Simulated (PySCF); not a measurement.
## Au⁻ (gold, charge -1) across methods

[Xe] 4f14 5d10 6s2, closed-shell 1S. All numbers are calculated (PySCF 2.14, a scalar-relativistic core potential, in aug-cc-pVTZ-PP with ECP60MDF (6s6p5d3f2g, 88 functions)).

| method | E (hartree) | mean ε 5p (eV) | mean ε 5d (eV) | mean ε 6s (eV) | Σ⟨r²⟩ (bohr²) | ⟨S²⟩ |
| --- | --- | --- | --- | --- | --- | --- |
| B97-3 | -135.7959 | -56.952 | -1.569 | -0.026 | 72.96 | 0.000 |
| LDA | -135.5889 | -52.799 | -0.056 | 0.284 | 71.19 | 0.000 |
| BP86 | -135.9281 | -53.011 | -0.052 | 0.358 | 71.48 | 0.000 |
| TPSSh | -135.7284 | -54.710 | -0.494 | 0.327 | 71.66 | 0.000 |
| PBE0 | -135.7655 | -56.627 | -1.455 | -0.071 | 71.95 | 0.000 |
| r2SCAN | -135.8295 | -54.513 | -0.087 | 0.370 | 70.37 | 0.000 |
| PW91 | -135.8816 | -52.933 | 0.011 | 0.458 | 72.08 | 0.000 |
| PBE | -135.8191 | -52.875 | 0.048 | 0.500 | 72.26 | 0.000 |
| UHF | -134.80420 | -67.699 | -5.774 | -1.154 | 78.12 | 0.000 |

Energies and moments cover only the electrons outside the core potential. Spin-orbit coupling, which splits the p, d and f shells strongly at this Z, is absent. The outer electron is barely bound at this level, so radii and moments hang on the diffuse functions.

The highest occupied level is positive at LDA, BP86, TPSSh, r2SCAN, PW91, PBE: only the finite basis holds that electron, which in a density functional comes from self-interaction.
